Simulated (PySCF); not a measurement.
UHF on Sc⁻ (scandium, charge -1), [Ar] 3d2 4s2, high-spin 3F determinant. Calculation: PySCF 2.14, in dyall-av2z (16s12p7d2f, 101 functions); the non-relativistic Hamiltonian (point nucleus).

```
cycle= 1 E= -759.687779386134  delta_E= -0.00195  |g|= 0.0106  |ddm|= 0.0386
cycle= 2 E= -759.687832264153  delta_E= -5.29e-05  |g|= 0.00195  |ddm|= 0.00621
cycle= 3 E= -759.687834936025  delta_E= -2.67e-06  |g|= 0.000352  |ddm|= 0.00251
cycle= 4 E= -759.687835228302  delta_E= -2.92e-07  |g|= 0.000238  |ddm|= 0.00119
cycle= 5 E= -759.687835411661  delta_E= -1.83e-07  |g|= 6.07e-05  |ddm|= 0.00189
cycle= 6 E= -759.687835426908  delta_E= -1.52e-08  |g|= 1.15e-05  |ddm|= 0.000951
cycle= 7 E= -759.687835427823  delta_E= -9.14e-10  |g|= 6.22e-06  |ddm|= 0.000273
converged SCF energy = -759.687835427823  <S^2> = 2.3943915  2S+1 = 3.252317
```

Highest occupied orbital energy: 0.110 eV; ⟨L²⟩ = 12.02; populations by l: s 8.00, p 12.00, d 2.00, f 0.00.

(1) Can this result be used?

Results:

(1) With care. Self-consistency was reached. ⟨S²⟩ = 2.39 against 2.00 shows spin contamination. The configuration of this anion was assumed by filling the next shell in order. It is not the known or likely ground configuration (Ca⁻, Sr⁻ and Ba⁻, for instance, bind a p electron), so these values are not the electron affinity of the element. At UHF the highest occupied level has a positive energy, so only the finite basis holds that electron.
